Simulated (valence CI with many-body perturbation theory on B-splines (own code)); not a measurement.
## Ga¹⁵⁺: E2, M1, M2 decay

Level of theory: valence CI with perturbative core correlation (CI+MBPT): six valence electrons over a frozen Dirac-Fock core [Ne], a basis of 9 s, 9 p, 8 d, 6 f, 3 g, 1 h functions for each j, with the one-electron correlation potential Σ1 (screened to all orders), the two-electron term Σ2, the three-electron term Σ3, Breit, model QED; selected single and double excitations, second order for the rest, scaled by the run's own slope (own B-spline code, finite nucleus).

No measured levels were compared; by estimate levels of excited configurations hold to 0.05 to 0.15 % of their energy, terms of the ground configuration to about 0.5 %. Among the levels kept, up to 1400 cm⁻¹ of a level comes from second order outside the variational space, and about a tenth of that is noise between levels of different J, which matters for small intervals.

Lines 1 to 40 of 40 in falling wavelength, among levels below 759590 cm⁻¹, chosen from the decays that carry over 1 % of a level's rate. Wavelengths and rates use the calculated energies, so an error of 300 cm⁻¹ moves a line at 564.7 nm by 1.7 % and its rate by three times that or more. Electric multipoles are in the length gauge, E1 and E2 with the static RPA response of the core. S is in atomic units (e²a₀⁴ for E2 and M2, e²a₀⁶ for E3), for M1 in squared Bohr magnetons. Weak lines are less certain than strong ones. Lines between different terms over intervals too small for the method are left out, as are lines whose strength nearly cancels.

Names give the largest LS component (configuration and term), which can be under half, so a name can repeat, a term be missing and a line seem to break the LS rules; names also repeat where a configuration has a term twice. Letters in brackets count levels of one name in rising energy.

| λ vac (nm) | Upper | Lower | Type | A (s⁻¹) | S (a.u.) |
| --- | --- | --- | --- | --- | --- |
| 2443 | 3s2 3p3 3d 5D°_4 | 3s2 3p3 3d 5D°_3 | M1 | 1.66e+00 | 8.09e+00 |
| 1514 | 3s2 3p3 3d 3G°_4 | 3s2 3p3 3d 3G°_3 | M1 | 6.36e+00 | 7.37e+00 |
| 1286 | 3s2 3p3 3d 3G°_5 | 3s2 3p3 3d 3G°_4 | M1 | 6.72e+00 | 5.84e+00 |
| 979.1 | 3s2 3p3 3d 3F°_4 [a] | 3s2 3p3 3d 3F°_3 [a] | M1 | 1.65e+01 | 5.18e+00 |
| 564.7 | 3s2 3p3 3d 1G°_4 | 3s2 3p3 3d 3G°_3 | M1 | 5.29e+00 | 3.18e-01 |
| 486.2 | 3s2 3p3 3d 3G°_4 | 3s2 3p3 3d 3F°_4 [a] | M1 | 1.79e+01 | 6.85e-01 |
| 406.0 | 3s2 3p3 3d 3F°_4 [a] | 3s2 3p3 3d 3D°_3 [a] | M1 | 7.12e+01 | 1.59e+00 |
| 352.8 | 3s2 3p3 3d 3G°_5 | 3s2 3p3 3d 3F°_4 [a] | M1 | 7.08e+01 | 1.27e+00 |
| 332.9 | 3s2 3p4 3P_0 | 3s2 3p4 3P_2 | E2 | 1.66e-01 | 6.05e-02 |
| 324.9 | 3s2 3p3 3d 3G°_4 | 3s2 3p3 3d 3F°_3 [a] | M1 | 8.00e+00 | 9.15e-02 |
| 322.0 | 3s2 3p4 1D_2 | 3s2 3p4 3P_1 | M1 | 4.09e+01 | 2.53e-01 |
| 287.3 | 3s2 3p4 3P_1 | 3s2 3p4 3P_2 | M1 | 8.56e+02 | 2.26e+00 |
| 238.7 | 3s2 3p3 3d 1G°_4 | 3s2 3p3 3d 3F°_3 [a] | M1 | 1.13e+01 | 5.14e-02 |
| 221.2 | 3s2 3p3 3d 3G°_4 | 3s2 3p3 3d 3D°_3 [a] | M1 | 7.43e+00 | 2.68e-02 |
| 187.8 | 3s2 3p3 3d 3F°_4 [b] | 3s2 3p3 3d 1G°_4 | M1 | 4.07e+02 | 9.00e-01 |
| 176.7 | 3s2 3p3 3d 3F°_4 [b] | 3s2 3p3 3d 3G°_5 | M1 | 4.83e+02 | 8.89e-01 |
| 163.3 | 3s2 3p3 3d 3F°_4 [a] | 3s2 3p3 3d 5D°_4 | M1 | 3.69e+02 | 5.37e-01 |
| 155.4 | 3s2 3p3 3d 3F°_4 [b] | 3s2 3p3 3d 3G°_4 | M1 | 6.39e+02 | 8.00e-01 |
| 151.8 | 3s2 3p4 1D_2 | 3s2 3p4 3P_2 | M1 | 1.05e+03 | 6.83e-01 |
| 140.9 | 3s2 3p3 3d 3F°_4 [b] | 3s2 3p3 3d 3G°_3 | M1 | 1.01e+02 | 9.46e-02 |
| 122.2 | 3s2 3p3 3d 3G°_4 | 3s2 3p3 3d 5D°_4 | M1 | 2.97e+02 | 1.81e-01 |
| 117.8 | 3s2 3p3 3d 3F°_4 [b] | 3s2 3p3 3d 3F°_4 [a] | M1 | 6.66e+02 | 3.63e-01 |
| 116.4 | 3s2 3p3 3d 3G°_4 | 3s2 3p3 3d 5D°_3 | M1 | 5.19e+01 | 2.73e-02 |
| 111.6 | 3s2 3p3 3d 3G°_5 | 3s2 3p3 3d 5D°_4 | M1 | 6.93e+01 | 3.93e-02 |
| 107.6 | 3s2 3p3 3d 1G°_4 | 3s2 3p3 3d 5D°_4 | M1 | 3.05e+02 | 1.27e-01 |
| 105.1 | 3s2 3p3 3d 3F°_4 [b] | 3s2 3p3 3d 3F°_3 [a] | M1 | 7.28e+01 | 2.82e-02 |
| 103.1 | 3s2 3p3 3d 1G°_4 | 3s2 3p3 3d 5D°_3 | M1 | 1.03e+02 | 3.76e-02 |
| 102.6 | 3s2 3p4 1S_0 | 3s2 3p4 3P_1 | M1 | 9.20e+03 | 3.68e-01 |
| 91.27 | 3s2 3p3 3d 3F°_4 [b] | 3s2 3p3 3d 3D°_3 [a] | M1 | 5.58e+02 | 1.42e-01 |
| 71.51 | 3s2 3p3 3d 5D°_4 | 3s 3p5 3P°_2 | E2 | 1.22e+00 | 1.83e-03 |
| 68.42 | 3s2 3p3 3d 3F°_4 [b] | 3s2 3p3 3d 5D°_4 | M1 | 1.61e+03 | 1.72e-01 |
| 66.55 | 3s2 3p3 3d 3F°_4 [b] | 3s2 3p3 3d 5D°_3 | M1 | 2.44e+02 | 2.40e-02 |
| 49.73 | 3s2 3p3 3d 3F°_4 [a] | 3s 3p5 3P°_2 | E2 | 4.47e+01 | 1.09e-02 |
| 42.96 | 3s2 3p3 3d 1G°_4 | 3s 3p5 3P°_2 | E2 | 5.17e+00 | 6.08e-04 |
| 34.96 | 3s2 3p3 3d 3F°_4 [b] | 3s 3p5 3P°_2 | E2 | 1.91e+02 | 8.02e-03 |
| 18.50 | 3s2 3p3 3d 3F°_4 [a] | 3s2 3p4 1D_2 | M2 | 1.48e+02 | 2.58e-04 |
| 18.34 | 3s2 3p3 3d 5D°_4 | 3s2 3p4 3P_2 | M2 | 1.11e+02 | 1.86e-04 |
| 17.82 | 3s2 3p3 3d 3G°_4 | 3s2 3p4 1D_2 | M2 | 1.43e+01 | 2.06e-05 |
| 17.47 | 3s2 3p3 3d 1G°_4 | 3s2 3p4 1D_2 | M2 | 3.99e+01 | 5.22e-05 |
| 15.67 | 3s2 3p3 3d 1G°_4 | 3s2 3p4 3P_2 | M2 | 1.39e+01 | 1.05e-05 |
